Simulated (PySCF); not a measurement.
Computed IR spectrum (relative IR intensity) of a molecule C₄H₃BrClF. The structure is a stationary point at B3LYP-D3(BJ)/def2-SVP. One conformer was computed; it need not be the lowest. The numbers are results of B3LYP-D3(BJ)/def2-SVP (PySCF 2.14.0), not measurements. Frequencies are harmonic and unscaled.

ν (cm⁻¹): 224 (vw), 285 (vw), 308 (vw), 413 (w), 475 (m), 522 (w), 588 (vw), 697 (s), 765 (s), 905 (m), 1015 (vs), 1141 (vs), 1219 (m), 1281 (w), 1362 (w), 1457 (w), 2074 (w), 3117 (w) (against the strongest line: vs over 80 %, s over 45 %, m over 15 %, w over 4 %, vw less)

Q: Which molecule gave these data?
A) FC(Br)=C=CCCl
B) F[C@@H]1CC(Cl)=C1Br
C) C=C=C(Cl)[C@H](F)Br
D) CC(Cl)=C=C(F)Br

A: C, C=C=C(Cl)[C@H](F)Br
